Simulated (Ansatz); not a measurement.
H2Cl2InN (SMILES [NH2][In]([Cl])[Cl]), singlet, geometry from GFN2-xTB (such geometries of metal compounds can be far from the true shape) (all electrons, no relativity); CASSCF(4,5)/STO-3G (Ansatz, a program for electronic structure).

Ansatz was given this input:
Ansatz 0.2 input:
```yaml
crystal:
  periodic: [false, false, false]
  atoms:
    - {symbol: In, position_ang: [0.18047486, -0.07795773, 0.10275016]}
    - {symbol: Cl, position_ang: [-1.69110764, -1.38576739, -0.10575632]}
    - {symbol: Cl, position_ang: [0.22113519, 1.97705451, -0.91309112]}
    - {symbol: N, position_ang: [1.68442540, -0.62289422, 1.39514369]}
    - {symbol: H, position_ang: [2.57453597, -0.23788023, 1.09225609]}
    - {symbol: H, position_ang: [1.78074989, -1.63381236, 1.42738671]}
basis:
  gaussian:
    orbitals: STO-3G
hamiltonian:
  xc: hf
magnetization: {spin_polarized: false}
correlation: {active_space: {window: {electrons: 4, orbitals: 5}}}
```

The log (banner, timings and long lists left out):

```
Functional definition: HF
656 factors; integrals over basis functions are off by at most 7.0e-5 eV
mean field evaluation 1: about -180875.9824 eV, gradient 1.8e1 eV
mean field evaluation 2: about -180876.0260 eV, gradient 1.8e1 eV
mean field evaluation 4: about -180877.7431 eV, gradient 1.6e0 eV
mean field evaluation 8: about -180877.7546 eV, gradient 2.9e-2 eV
mean field -180877.75458229 eV, -6647.1348775536 hartree, gradient 2.8e-6 eV, S^2 0.000000; 0 other end points of the search recorded, 0 dependent functions left out
reference -180877.75458229 eV, -6647.1348775536 hartree; 46, 46 occupied and 6, 6 virtual orbitals, 656 factors
state -180878.79647220 eV, -6647.1731663016 hartree
Total energy: -180878.79647220 eV, -6647.1731663016 hartree
```
